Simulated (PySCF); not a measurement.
Molecule: `C1CC[SiH2]O1`, C3H8OSi.

Geometry (Å), atoms numbered from 1 in this order:
```xyz
13

C     0.2864   -0.9736    0.5090
C     1.3675    0.0441    0.1408
O     0.7834    1.3210    0.0319
Si   -0.8095    1.3105   -0.3369
C    -0.9691   -0.5899   -0.2749
H     0.6271   -1.9880    0.2981
H     0.0819   -0.8925    1.5781
H     2.1562    0.0976    0.8966
H     1.8232   -0.2133   -0.8226
H    -1.5306    2.0228    0.7120
H    -1.0247    1.8525   -1.6753
H    -0.9303   -1.0156   -1.2779
H    -1.8656   -0.9750    0.2035
```

Frames of a GFN2-xTB Langevin trajectory at 400 K; GIAO PBE0/pcSseg-1 shieldings in PySCF, gas phase, non-relativistic; equivalent atoms averaged within each frame.

δ = σ(ref) − σ, references computed at the same level: 13C (σref 186.93) and 29Si (σref 349.16) and 1H (σref 31.72) vs TMS; 17O (σref 336.08) vs H2O. The references are static minima.

**Question.** How do the shifts (ppm) fluctuate along the trajectory?

**Answer.** 
```tsv
time (fs)	C2	C1	C5	O3	Si4	H10/H11	H8/H9	H12/H13	H6/H7
optimised geometry	72.6	29.4	11.6	29.1	-2.1	4.99	4.14	1.01	1.82
250	70.9	26.1	19.7	35.1	-17.9	4.75	3.39	1.45	1.40
425	74.9	29.2	10.6	30.3	-21.3	5.79	4.54	0.02	2.33
625	74.1	24.2	7.5	40.7	0.8	4.85	5.28	0.85	1.76
800	66.0	30.9	6.6	21.1	0.4	5.69	3.67	0.36	1.85
1000	74.7	23.7	10.8	30.7	-5.6	4.77	4.20	0.97	2.27
mean of frames	72.1	26.8	11.1	31.6	-8.7	5.17	4.22	0.73	1.92
standard deviation	3.8	3.2	5.2	7.2	10.3	0.52	0.74	0.56	0.38
```

5 frames give an uncertainty of the mean of about the standard deviation over 2.2 at best, since frames this close in time may not be independent; classical motion lacks zero-point vibration, and the reference would need the same averaging.
